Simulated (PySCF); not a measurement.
How methods differ on the excitation energy of N

N [He] 2s2 2p3 (4S) → N [He] 2s2 2p2 3s1 (4P), as a difference of total energies. Computed with PySCF 2.14 in aug-cc-pVTZ with one added diffuse shell each of s, p, d, f type (6s5p4d3f, 62 functions), with no relativity, point nucleus. Correlated levels: valence: 1s2 frozen. The calculations carry no spin-orbit coupling.

```
           method  excitation energy (eV)  error (eV)
              UHF                   9.972      -0.360
    MP2 (valence)                  10.520      +0.188
SCS-MP2 (valence)                  10.297      -0.035
   CCSD (valence)                  10.328      -0.004
CCSD(T) (valence)                  10.328      -0.004
```

Reference: 10.332 eV (measured; NIST levels, between the centres of gravity of the two terms).

Errors of the correlated levels include the incompleteness of this basis and the frozen core.
